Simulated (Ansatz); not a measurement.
Calculated with Ansatz (gas phase, PBE0-D4/def2-TZVP geometries, no zero-point term in ΔE). CCSD(T)/CBS is the MP2 limit (def2-TZVPP, def2-QZVPP) plus CCSD(T) − MP2 in def2-TZVPP, frozen cores. DFT in def2-TZVPP. B3LYP here is the variant with VWN-RPA as its local correlation; programs differ in this. For Ge, Se outer-core shells are correlated without core-valence functions, which leaves a few kJ/mol of doubt a bond. Scalar relativity is left out up to krypton. One conformer a species, not always the lowest.

Reaction (redistribution): `NC(=S)[SeH]` + `O=[CH][GeH2][SiH3]` → `O=[CH][GeH2][SeH]` + `NC([SiH3])=S`

CCSD(T)/CBS gives -0.71 eV.

Task: Another level gave -0.69 eV. Which?
A. B3LYP/def2-TZVPP
B. PBE-D4/def2-TZVPP
C. r2SCAN-D4/def2-TZVPP
D. HF/def2-TZVPP

Result: A. B3LYP -0.69, PBE-D4 -0.58, HF/def2-TZVPP -0.89, r2SCAN-D4 -0.63 eV.

Largest T1 diagnostic among the species: 0.018.

In def2-TZVPP, CCSD(T) changes the Hartree–Fock value by +0.19 eV (the triples alone add +0.02 eV) and MP2 by +0.20 eV. From PBE to PBE0 (25 % exact exchange), in def2-TZVPP and without D4, ΔE moves by −0.06 eV.
